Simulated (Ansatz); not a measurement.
```yaml
crystal:
  periodic: [false, false, false]
  atoms:
    - {symbol: Sr, position_ang: [-4.652054, 2.700306, -0.591758]}
    - {symbol: Sr, position_ang: [4.830279, 2.797320, 0.170841]}
    - {symbol: Sr, position_ang: [-0.107026, -5.507064, 0.430488]}
    - {symbol: Sr, position_ang: [4.654778, -2.764961, 0.327301]}
    - {symbol: Sr, position_ang: [0.155994, 5.502281, -0.527219]}
    - {symbol: Sr, position_ang: [-4.897400, -2.709673, 0.206242]}
    - {symbol: Te, position_ang: [2.906667, -5.236727, 0.344496]}
    - {symbol: Te, position_ang: [3.118987, 5.293226, 0.060018]}
    - {symbol: Te, position_ang: [5.927826, -0.019867, 0.284400]}
    - {symbol: Te, position_ang: [-3.109858, -5.135144, 0.484061]}
    - {symbol: Te, position_ang: [-2.768150, 5.007540, -1.127561]}
    - {symbol: Te, position_ang: [-6.060043, 0.072763, -0.061308]}
basis:
  gaussian: {orbitals: STO-3G}
hamiltonian: {xc: hf}
scf: {omitted_lower_state_checks: [starts]}
output: {orbitals: {seedname: orbitals}}
```

```sh
$ ansatz run in.yaml --threads 6 --pin off --events-out ev --progress --plain --max-ram 7833MiB
```

Task: Does this run fit into the memory that it is given?

Result: No. It has 294 basis functions, and Ansatz plans for 9 GiB where 8 GiB are given.
